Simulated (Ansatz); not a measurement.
Two isomers of CH4BNO: A = `N=CBO`, B = `B1NCO1`.

Calculated with Ansatz (gas phase, PBE0-D4/def2-TZVP geometries, no zero-point term in ΔE). CCSD(T)/CBS adds triple-zeta CCSD(T) − MP2 to the extrapolated MP2 energy (def2 sets, frozen cores). DFT in def2-TZVPP. B3LYP here is the variant with VWN-RPA as its local correlation; programs differ in this. Each species was taken in one conformer, which may not be the lowest.

A:

Z-matrix (Å, degrees):
```
C
B 1 1.592
N 1 1.273 2 115.3
H 1 1.097 2 122.9 3 -180.0
O 2 1.339 1 115.9 3 -0.0
H 2 1.196 1 124.6 3 180.0
H 3 1.020 1 113.2 2 -180.0
H 5 0.974 2 108.2 1 0.0
```

B:

```xyz
8

B    -0.544    0.908    0.402
N     0.698    0.247    0.361
C     0.034   -0.746   -0.454
O    -1.209   -0.037   -0.385
H    -0.972    1.902    0.893
H     1.647    0.285    0.672
H    -0.049   -1.740   -0.003
H     0.394   -0.818   -1.486
```

Q: Which isomer does CCSD(T)/CBS put lower? Give the gap. (Estimate.)

A: Computed: B, by 21.6 kJ/mol.

Q: Give E(B) − E(A) in kJ/mol with B2PLYP, CCSD(T)/def2-TZVPP, CCSD/def2-TZVPP, CCSD(T)/def2-SVP, B3LYP-D4, BLYP-D4, ωB97M-V. (Best estimate.)

A: The calculation gave: B2PLYP -19.7, CCSD(T)/def2-TZVPP -19.1, CCSD/def2-TZVPP -21.0, CCSD(T)/def2-SVP -18.3, B3LYP-D4 -17.9, BLYP-D4 -8.3, ωB97M-V -28.0. None reverses the order clearly.

Q: Does the order hold for the free energy at 298.15 K (harmonic terms from PBE0-D4)? (Estimate.)

A: The calculation gave: Yes: G(B) − G(A) = -18.4 kJ/mol, for one conformer each.

Largest T1 diagnostic: 0.014.

From PBE to PBE0 (25 % exact exchange), in def2-TZVPP and without D4, E(B) − E(A) moves by −8.4 kJ/mol. Leaving LDA and LC-ωPBE aside and taking each functional with its dispersion term where it has one, the values, not all of them listed here, spread over 32.5 kJ/mol, from PBE-QIDH to BLYP-D4. LDA lies −26.3 kJ/mol from PBE without D4.
